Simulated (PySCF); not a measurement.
Choosing a molecule for a target property.

Each SMILES stands for a single optimised conformer of the isolated species (atoms past krypton carry core potentials, spin–orbit coupling is left out). Electronic properties by PySCF.

The conformers computed, where there is a choice (atom-mapped SMILES and torsion angles):
- `[CH2:1]=[C:2](/[CH:3]=[CH:4]\[CH3:5])[CH2:6][NH2:7]`: C1–C2–C3–C4 -173°, C1–C2–C6–N7 -9°, H–N7–C6–C2 173°, H–N7–C6–C2 -69°
- `[N:1]#[C:2][CH2:3][SiH2:4][NH2:5]`: C2–C3–Si4–N5 -52°, H–N5–Si4–C3 -161°, H–N5–Si4–C3 58°
- `[F:1][B:2]([F:3])[c:4]1[cH:5][cH:6][cH:7][n+:8]([GaH3-:9])[cH:10]1`: F1–B2–C4–C5 180°
- `[Cl:1][CH2:2][CH2:3][O:4][CH:5]1[CH2:6][CH2:7]1`: Cl1–C2–C3–O4 177°, C2–C3–O4–C5 77°, C3–O4–C5–C6 -166°

The conformers of `C[C+]1CCC[C@H]1C` and `C1C[C@H]2CC[C@@H]1N2` aren't listed.

Question: Wanted: lowest singlet excitation between 4 eV and 6 eV (TDDFT B3LYP/def2-SVPD) and HOMO energy below -6.4 eV (B3LYP/def2-SVPD), at PBE0-D3(BJ)/def2-SVP geometries. Which candidate meets both?
A. `C[C+]1CCC[C@H]1C`
B. `C=C(/C=C\C)CN`
C. `[CH3][Bi]([CH3])[I]`
D. `N#CC[SiH2]N`

Answer: A. Computed values:
```
            species  lowest singlet excitation  HOMO energy
[CH3][Bi]([CH3])[I]                    3.62 eV     -6.61 eV
   C[C+]1CCC[C@H]1C                    4.76 eV    -13.69 eV
      C=C(/C=C\C)CN                    5.16 eV     -6.15 eV
        N#CC[SiH2]N                    6.32 eV     -7.60 eV
```

Question: Wanted: HOMO–LUMO gap above 6 eV (B3LYP/def2-SVPD) and vertical ionisation energy above 9 eV (ΔSCF B3LYP/def2-SVPD), at PBE0-D3(BJ)/def2-SVP geometries. Which candidate meets both?
A. `FB(F)c1ccc[n+]([GaH3-])c1`
B. `ClCCOC1CC1`
C. `[CH3][Bi]([CH3])[I]`
D. `C1C[C@H]2CC[C@@H]1N2`

Answer: B. Computed values:
```
                  species  HOMO–LUMO gap  vertical ionisation energy
FB(F)c1ccc[n+]([GaH3-])c1        4.31 eV                     9.46 eV
      [CH3][Bi]([CH3])[I]        4.49 eV                     8.61 eV
     C1C[C@H]2CC[C@@H]1N2        6.84 eV                     8.89 eV
               ClCCOC1CC1        7.38 eV                     9.27 eV
```

Question: Wanted: static isotropic polarisability between 70 au and 84 au (B3LYP/def2-SVPD) and smallest rotational constant below 1.7 GHz (PBE0-D3(BJ)/def2-SVP), at PBE0-D3(BJ)/def2-SVP geometries. Which candidate meets both?
A. `C=C(/C=C\C)CN`
B. `ClCCOC1CC1`
C. `N#CC[SiH2]N`
D. `FB(F)c1ccc[n+]([GaH3-])c1`
E. `[CH3][Bi]([CH3])[I]`

Answer: B. Computed values:
| species | static isotropic polarisability | smallest rotational constant |
| --- | --- | --- |
| N#CC[SiH2]N | 62.9 au | 2.074 GHz |
| ClCCOC1CC1 | 79.0 au | 0.810 GHz |
| C=C(/C=C\C)CN | 89.2 au | 1.250 GHz |
| FB(F)c1ccc[n+]([GaH3-])c1 | 112.7 au | 0.350 GHz |
| [CH3][Bi]([CH3])[I] | 116.0 au | 0.652 GHz |
